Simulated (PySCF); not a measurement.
Field gradients at the hydrogen positions

Species: C6H13P.
Structure used (GFN2-xTB), in Å, numbered top down from 1:
```
atom  x, y, z in Å
C1    -0.8305    2.4174    0.8217
P2    -0.1160    1.0779    1.4950
C3    -0.2981   -0.3128    0.2068
C4    -1.2696   -1.3257    0.8262
C5    -0.8269    0.1269   -1.1523
C6     1.0836   -0.9756    0.0768
C7     2.1494   -0.0647   -0.5190
H8    -1.2777    2.4765   -0.1545
H9    -0.8545    3.3247    1.4034
H10   -2.2534   -0.8786    0.9643
H11   -0.9080   -1.6628    1.7971
H12   -1.3750   -2.1957    0.1789
H13   -1.8592    0.4632   -1.0746
H14   -0.8011   -0.7162   -1.8422
H15   -0.2275    0.9308   -1.5729
H16    1.4074   -1.2900    1.0732
H17    0.9905   -1.8750   -0.5386
H18    1.9404    0.1574   -1.5622
H19    2.1957    0.8749    0.0330
H20    3.1251   -0.5421   -0.4632
```

Level: PBE0/pcSseg-1 (PySCF, non-relativistic); Q(2H) = 0.00286 b; rigid geometry, the same for H and D, with no vibrational averaging.

Task: Rank these positions by the coupling χzz of a deuteron there, largest first.
A. H16 (methylene hydrogen)
B. H11 (methyl hydrogen)
C. H9 (hydrogen on carbon)
D. H20 (methyl hydrogen)

Result: C (228 kHz), D (213 kHz), B (208 kHz), A (201 kHz).

Task: Give the electric field gradient Vzz (the principal value of largest size), its asymmetry and the 2H coupling at each hydrogen.

Result: 
```json
{"atom": "H8", "bonded to": "C1", "bond length (Å)": "1.075", "Vzz (au)": "0.3446", "η": "0.03", "χzz (kHz)": "232"}
{"atom": "H9", "bonded to": "C1", "bond length (Å)": "1.078", "Vzz (au)": "0.3394", "η": "0.05", "χzz (kHz)": "228"}
{"atom": "H10", "bonded to": "C4", "bond length (Å)": "1.089", "Vzz (au)": "0.3108", "η": "0.02", "χzz (kHz)": "209"}
{"atom": "H11", "bonded to": "C4", "bond length (Å)": "1.090", "Vzz (au)": "0.3103", "η": "0.02", "χzz (kHz)": "208"}
{"atom": "H12", "bonded to": "C4", "bond length (Å)": "1.089", "Vzz (au)": "0.3127", "η": "0.02", "χzz (kHz)": "210"}
{"atom": "H13", "bonded to": "C5", "bond length (Å)": "1.088", "Vzz (au)": "0.3133", "η": "0.01", "χzz (kHz)": "211"}
{"atom": "H14", "bonded to": "C5", "bond length (Å)": "1.090", "Vzz (au)": "0.3124", "η": "0.02", "χzz (kHz)": "210"}
{"atom": "H15", "bonded to": "C5", "bond length (Å)": "1.087", "Vzz (au)": "0.3142", "η": "0.01", "χzz (kHz)": "211"}
{"atom": "H16", "bonded to": "C6", "bond length (Å)": "1.094", "Vzz (au)": "0.2991", "η": "0.02", "χzz (kHz)": "201"}
{"atom": "H17", "bonded to": "C6", "bond length (Å)": "1.094", "Vzz (au)": "0.3021", "η": "0.02", "χzz (kHz)": "203"}
{"atom": "H18", "bonded to": "C7", "bond length (Å)": "1.087", "Vzz (au)": "0.3166", "η": "0.02", "χzz (kHz)": "213"}
{"atom": "H19", "bonded to": "C7", "bond length (Å)": "1.091", "Vzz (au)": "0.3060", "η": "0.04", "χzz (kHz)": "206"}
{"atom": "H20", "bonded to": "C7", "bond length (Å)": "1.088", "Vzz (au)": "0.3163", "η": "0.02", "χzz (kHz)": "213"}
```

Task: How does χzz go with the bond length over the 13 C–H bonds?

Result: A straight-line fit has a slope of -16.2 kHz for each 0.01 Å, with a correlation coefficient of -1.00, over lengths from 1.075 to 1.094 Å. The longer bonds have the smaller couplings here.

Task: Give the 2H NMR doublet splittings at H16 for a magnetic field along the z, y and x axes of the gradient: 3χ/2, 3χ(1 + η)/4, 3χ(1 − η)/4.

Result: With |χ| = 201.0 kHz and η = 0.025: 302, 154 and 147 kHz, to first order and without motion.

The structure is a single GFN2-xTB conformer in the gas phase; no vibrational or solvent corrections. GFN2-xTB bond lengths can be off by several hundredths of an ångström, more for odd bonds, and the gradients follow them. A larger basis could move these couplings by a tenth or more.

These values come from a run that also computed NMR shieldings. Rough CPU time on one thread of a shared machine: about 90 s.
